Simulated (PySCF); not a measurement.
## How methods differ on the ionisation energy of Zr²⁺

Zr²⁺ [Kr] 4d2 (3F) → Zr³⁺ [Kr] 4d1 (2D), as a difference of total energies. Calculation: PySCF 2.14, in x2c-TZVPPall; scalar relativity by spin-free X2C-1e. Correlated levels: valence: [Kr] frozen; valence and next inner shell: [Ar] 3d10 frozen. The calculations carry no spin-orbit coupling.

```csv
method,ionisation energy (eV),plus first-order spin-orbit estimate,difference from reference of that sum (eV)
UHF,22.391,22.403,-0.767
LDA,23.480,23.492,+0.322
PBE,23.468,23.480,+0.310
PBE0,23.407,23.419,+0.249
r2SCAN,23.422,23.434,+0.264
M06-L,23.117,23.129,-0.041
CAM-B3LYP,23.343,23.355,+0.185
BHandHLYP,23.208,23.220,+0.050
BLYP,23.323,23.335,+0.165
MP2 (valence),22.487,22.499,-0.671
SCS-MP2 (valence),22.423,22.435,-0.735
MP2 (valence and next inner shell),22.851,22.863,-0.307
SCS-MP2 (valence and next inner shell),22.769,22.781,-0.389
```

Reference: 23.170 eV (semi-empirical (NIST evaluation); NIST Atomic Spectra Database, ionization energies).

A first-order spin-orbit estimate (lowest level to lowest level, LS coupling) adds 0.012 eV.

Errors of the correlated levels include the incompleteness of this basis and the frozen core.
